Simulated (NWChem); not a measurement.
**Cl$_{2}$Si in NWChem**

```xyz
3

Si     0.0000     0.0000    -0.9417
Cl    -1.6401     0.0000     0.3877
Cl     1.6401     0.0000     0.3877
```
Charge 0, spin multiplicity 1.

Program: NWChem. The geometry was optimised at PBE/def2-SVP, a minimum by its harmonic frequencies.

Symmetry labels belong to the abelian group C2v used in the runs, with the axes of the coordinates shown.

The structure started from a generated list of species.

Question: List the lowest 3 singlet excitations that TD-PBE/aug-cc-pVDZ gives, with oscillator strengths.

Answer: 
| state | symmetry | energy (eV) | wavelength (nm) | f |
|---|---|---|---|---|
| 1 | b2 | 3.62 | 342 | 0.020 |
| 2 | a2 | 4.09 | 303 | 0.000 |
| 3 | b1 | 4.98 | 249 | 0.030 |
